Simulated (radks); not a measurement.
Results of a calculation; reference values are marked as such.
Question: Radial electron density D(r) = 4 pi r^2 rho(r) of an atom or ion with 25 electrons. Code: a radial shooting solver on a logarithmic mesh with Libxc functionals. Model: non-relativistic Kohn-Sham, Slater X-alpha with alpha = 0.718, spin-polarised, spherical densities, point nucleus.

```
   r/bohr * D(r) (the largest magnitude, 38.2, reaches the edge; | marks zero)
 0.005934 |      *
  0.00669 |       *
 0.007543 |         *
 0.008505 |           *
 0.009589 |              *
  0.01081 |                *
  0.01209 |                   *
  0.01363 |                      *
  0.01537 |                          *
  0.01733 |                              *
  0.01954 |                                  *
  0.02204 |                                     *
  0.02484 |                                         *
  0.02801 |                                            *
  0.03158 |                                              *
  0.03561 |                                               *
  0.04015 |                                               *
  0.04527 |                                               *
  0.05104 |                                             *
  0.05755 |                                           *
  0.06489 |                                        *
  0.07316 |                                      *
  0.08249 |                                      *
    0.093 |                                      *
   0.1049 |                                         *
   0.1182 |                                            *
   0.1333 |                                                 *
   0.1503 |                                                    *
   0.1695 |                                                      *
   0.1911 |                                                     *
   0.2154 |                                                 *
   0.2429 |                                           *
   0.2739 |                                    *
   0.3088 |                             *
   0.3482 |                        *
   0.3925 |                      *
   0.4426 |                       *
    0.499 |                         *
   0.5582 |                           *
   0.6293 |                            *
   0.7096 |                           *
      0.8 |                        *
    0.902 |                   *
    1.017 |              *
    1.147 |          *
    1.293 |      *
    1.458 |   *
    1.644 | *
    1.853 |*
    2.089 |*
    2.356 *
    2.656 *
    2.995 *
    3.377 *
```

What is the nuclear charge?

Answer: Z = 28. The innermost maximum, from 1s, lies near 1/Z = 0.0357 bohr (found: 0.0386), and its height grows with Z. The density is that of the nickel ion Ni3+ in [Ar] 3d7; the configuration itself is not fixed sharply by these data, and Z only to about a unit. D(r) has 3 maxima, at r = 0.0386, 0.174, 0.624 bohr, and minima at 0.0825, 0.399 bohr, inside which lie 2.11, 10.81 electrons.
